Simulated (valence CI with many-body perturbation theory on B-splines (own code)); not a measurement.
How close is CI+MBPT for Rb4+?

Method: configuration interaction combined with many-body perturbation theory (CI+MBPT): five valence electrons over a frozen Dirac-Fock core [Ar] 3d10, radial functions for each j: 11 s, 11 p, 10 d, 8 f, 5 g, 2 h, with the one-electron correlation potential Σ1 (screened to all orders), the two-electron term Σ2, the three-electron term Σ3, Breit, model QED; selected single and double excitations, second order for the rest, scaled by the run's own slope (own B-spline code, finite nucleus).

Set against measurement, 17 paired levels are off by 116 cm⁻¹ on average, the worst by 227. These come from a selection out of Sansonetti, J. Phys. Chem. Ref. Data 35, 301 (2006). Levels without a partner in it may be off by more. Among the levels kept, up to 3400 cm⁻¹ of a level comes from second order outside the variational space, and about a tenth of that is noise between levels of different J, which matters for small intervals. 2 measured levels below the end of the list, from 268680 cm⁻¹ on, found no clear computed partner, and computed levels of the same name lie up to 4452 cm⁻¹ from them.

Measured levels: Sansonetti, J. Phys. Chem. Ref. Data 35, 301 (2006). Pairs share parity and J, and are chosen by configuration, term and nearness in energy; levels without a clear partner are left out. Energies in cm⁻¹ above the measured ground level.

Names give the largest LS component (configuration and term), which can be under half, so a name can repeat, a term be missing and a line seem to break the LS rules; names also repeat where a configuration has a term twice. Letters in brackets count levels of one name in rising energy.

```csv
Computed label,Label in the source,Measured,Computed,Difference
4s2.4p3 4S°_3/2,4s2 4p3 4S°,0,0.0,0
4s2.4p3 2D°_3/2,4s2 4p3 2D°,18639.1,18756.5,+117
4s2.4p3 2D°_5/2,4s2 4p3 2D°,21080.4,21186.0,+106
4s2.4p3 2P°_1/2,4s2 4p3 2P°,34794.3,34958.9,+165
4s2.4p3 2P°_3/2,4s2 4p3 2P°,38317.8,38458.8,+141
4s.4p4 4P_5/2,4s 4p4 4P,135925.6,135743.0,-183
4s.4p4 4P_3/2,4s 4p4 4P,140861.6,140658.8,-203
4s.4p4 4P_1/2,4s 4p4 4P,143010.2,142783.0,-227
4s.4p4 2D_3/2,4s 4p4 2D,167062.8,166954.7,-108
4s.4p4 2D_5/2,4s 4p4 2D,168272.8,168162.4,-110
4s2.4p2.4d 2P_3/2 [a],4s 4p4 2P,189997.8,189883.3,-114
4s.4p4 2P_1/2,4s 4p4 2P,192117.3,192074.7,-43
4s.4p4 2S_1/2,4s 4p4 2S,200326.1,200286.7,-39
4s2.4p2.5s 4P_3/2,4s2 4p2 5s 4P,266420,266510.1,+90
4s2.4p2.5s 4P_5/2,4s2 4p2 5s 4P,270710,270583.7,-126
4s2.4p2.5s 2D_5/2,4s2 4p2 5s 2D,285920,285995.5,+76
4s2.4p2.5s 2D_3/2,4s2 4p2 5s 2D,286790,286747.6,-42
4s2.4p2.5s 2S_1/2,4s2 4p2 5s 2S,307390,307468.5,+79
```

Over 17 excited levels the mean absolute difference is 116 cm⁻¹, the median 110 and the largest 227. The comparison draws on a selection of the measured levels: 18 of the 180 computed ones have a partner in it, and others may be off by more.

These 2 measured levels below the end of the computed list are not counted above. Beside each stands the unpaired computed level of its name, or else the nearest of its J and parity; the gap is either an error of the method or a doubtful assignment.

| Label in the source | J | Measured | Unpaired level | Computed |
| --- | --- | --- | --- | --- |
| 4s2 4p2 5s 2P | 1/2 | 268680 | 4s2.4p2.5s 2P_1/2 | 271707 |
| 4s2 4p2 5s 2P | 3/2 | 271790 | 4s2.4p2.5s 2P_3/2 | 276242 |
